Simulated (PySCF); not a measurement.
## Excitation energy of Al by level of theory

Al [Ne] 3s2 3p1 (2P) → Al [Ne] 3s2 3d1 (2D), as a difference of total energies. All numbers are calculated (PySCF 2.14, no relativity, point nucleus, in aug-cc-pwCVTZ (8s7p5d3f, 75 functions)). Correlated levels: nothing frozen. The calculations carry no spin-orbit coupling.

```csv
method,excitation energy (cm⁻¹)
UHF,35535
MP2 (all electrons),35432
SCS-MP2 (all electrons),35505
CCSD (all electrons),34528
CCSD(T) (all electrons),33542
```

Errors of the correlated levels include the incompleteness of this basis.

The promoted electron is Rydberg-like, and one or two diffuse shells describe it only roughly, which tends to raise the upper state.

The coupled-cluster amplitudes are large for the upper state (T1 above 0.03 or a double amplitude above 0.15), so a single reference is strained.

For comparison: 32362 cm⁻¹ (measured; NIST levels, between the centres of gravity of the two terms).
